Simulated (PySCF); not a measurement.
ORD: SMILES [C@@H]12C(F)(F)[C@@H]1C[C@H]2Cl, C5H5ClF2

Molfile (atoms numbered from 1):
```
C5H5ClF2
     RDKit          3D

 13 14  0  0  0  0  0  0  0  0999 V2000
   -2.4007    0.5928    1.0335 F   0  0  0  0  0  0  0  0  0  0  0  0
   -1.3697    0.0223    0.3856 C   0  0  0  0  0  0  0  0  0  0  0  0
   -1.8028   -1.1358   -0.1516 F   0  0  0  0  0  0  0  0  0  0  0  0
   -0.0079    0.1600    0.9753 C   0  0  1  0  0  0  0  0  0  0  0  0
    0.9427   -0.7296    0.1839 C   0  0  2  0  0  0  0  0  0  0  0  0
    2.6362   -0.5165    0.6605 Cl  0  0  0  0  0  0  0  0  0  0  0  0
    0.5684    0.0272   -1.1070 C   0  0  0  0  0  0  0  0  0  0  0  0
   -0.3914    0.9024   -0.3059 C   0  0  1  0  0  0  0  0  0  0  0  0
    0.1579    0.5189    1.9767 H   0  0  0  0  0  0  0  0  0  0  0  0
    0.7297   -1.7989    0.2091 H   0  0  0  0  0  0  0  0  0  0  0  0
    0.1098   -0.5789   -1.8869 H   0  0  0  0  0  0  0  0  0  0  0  0
    1.4034    0.5871   -1.5184 H   0  0  0  0  0  0  0  0  0  0  0  0
   -0.5798    1.9493   -0.4726 H   0  0  0  0  0  0  0  0  0  0  0  0
  1  2  1  0
  2  3  1  0
  2  4  1  0
  4  5  1  0
  5  6  1  0
  5  7  1  0
  7  8  1  0
  8  2  1  0
  8  4  1  0
  4  9  1  1
  5 10  1  6
  7 11  1  0
  7 12  1  0
  8 13  1  1
M  END
```

The calculation used PySCF, TDDFT LC-wPBE/aug-cc-pVDZ circular dichroism and optical rotation, one conformer, gas phase. Geometry: GFN2-xTB.

Stereocentres: C4 S, C5 R, C8 R.

Task: What is the specific rotation at 633, 589.3, 546, 436, 405, 365, 355 nm?

Result: [α] in deg dm⁻¹ (g/mL)⁻¹:
| λ (nm) | origin-invariant length gauge | modified velocity gauge | length gauge (centre of mass) | isotropic polarisability (au) |
| --- | --- | --- | --- | --- |
| 633 | +15.2 | +15.0 | +15.8 | 68.2 |
| 589.3 | +17.9 | +17.7 | +18.7 | 68.3 |
| 546 | +21.4 | +21.2 | +22.3 | 68.6 |
| 436 | +37.7 | +37.4 | +39.1 | 69.5 |
| 405 | +45.9 | +45.7 | +47.6 | 69.9 |
| 365 | +61.6 | +61.4 | +63.7 | 70.6 |
| 355 | +66.8 | +66.7 | +69.0 | 70.9 |

Task: And for the mirror image at 589.3 nm?

Result: -17.9 deg dm⁻¹ (g/mL)⁻¹ (origin-invariant length gauge): the same size and the opposite sign.

Task: What is the molar rotation [Φ] = [α]·M/100 of the geometry above at 589.3 nm?

Result: With M = 138.54 g/mol, +24.8 deg cm² dmol⁻¹ (origin-invariant length gauge).

The first excitation lies at 7.50 eV (165 nm) with R = +0.3 × 10⁻⁴⁰ esu² cm² (velocity form).
